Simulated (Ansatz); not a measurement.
Reaction (cleavage of the Si–B bond): `F[SiH2]B[SiH3]` + `S[CH2][GeH3]` → `[SiH3]S[CH2][GeH3]` + `B[SiH2]F`

Program: Ansatz. Geometries: PBE0-D4/def2-TZVP. ΔE: electronic, gas phase. CCSD(T)/CBS is the MP2 limit (def2-TZVPP, def2-QZVPP) plus CCSD(T) − MP2 in def2-TZVPP, frozen cores. DFT in def2-TZVPP. HSE06 is defined as in plane-wave codes. For Ge outer-core shells are correlated without core-valence functions, which leaves a few kJ/mol of doubt a bond. Scalar relativity is left out up to krypton. Each species was taken in one conformer, which may not be the lowest.

`F[SiH2]B[SiH3]`:

Cartesian coordinates in Å:
```
F -0.016 -2.380 0.300
Si 0.927 -1.401 -0.557
B 0.387 0.516 -0.430
Si -1.127 1.218 0.679
H 2.319 -1.588 -0.060
H 0.856 -1.850 -1.976
H 1.082 1.289 -1.028
H -0.514 1.413 2.030
H -2.252 0.256 0.821
H -1.662 2.528 0.221
```

`S[CH2][GeH3]`:

Z-matrix (Å, degrees):
```
C
Ge 1 1.962
S 1 1.808 2 112.6
H 1 1.091 2 111.2 3 -125.2
H 1 1.092 2 108.8 3 116.5
H 2 1.541 1 110.6 3 176.5
H 2 1.539 1 108.3 3 56.9
H 2 1.535 1 109.4 3 -62.4
H 3 1.343 1 97.4 2 -52.6
```

`[SiH3]S[CH2][GeH3]`:

Cartesian coordinates in Å:
```
Si 0.318 -0.333 -2.455
S -0.127 0.957 -0.824
C -0.003 -0.248 0.530
Ge -0.361 0.641 2.247
H 0.262 0.495 -3.686
H 1.670 -0.932 -2.299
H -0.672 -1.440 -2.536
H -0.730 -1.051 0.392
H 0.998 -0.682 0.562
H -1.775 1.240 2.226
H -0.254 -0.402 3.373
H 0.673 1.754 2.470
```

`B[SiH2]F`:

Z-matrix (Å, degrees):
```
Si
F 1 1.607
B 1 2.000 2 113.6
H 1 1.490 2 107.3 3 -121.7
H 1 1.490 2 107.3 3 121.8
H 3 1.197 1 118.1 2 179.8
H 3 1.194 1 124.1 2 -0.2
```

```csv
level,ΔE (kJ/mol)
PBE-QIDH,-64.8
HSE06,-56.2
CAM-B3LYP,-60.1
RPA@PBE/def2-TZVPP,-60.3
```

Problem. What does CCSD(T)/CBS give? (An estimate is asked.)

Solution. Computed: -64.5 kJ/mol. The listed levels differ from it by -0.3, 8.3, 4.4, 4.2 kJ/mol.

Largest T1 diagnostic among the species: 0.013.

Leaving LDA and LC-ωPBE aside and taking each functional with its dispersion term where it has one, the values, not all of them listed here, spread over 13.7 kJ/mol, from BHLYP-D4 to PBE-D4. LDA lies +3.8 kJ/mol from PBE without D4. From PBE to PBE0 (25 % exact exchange), in def2-TZVPP and without D4, ΔE moves by −5.1 kJ/mol.
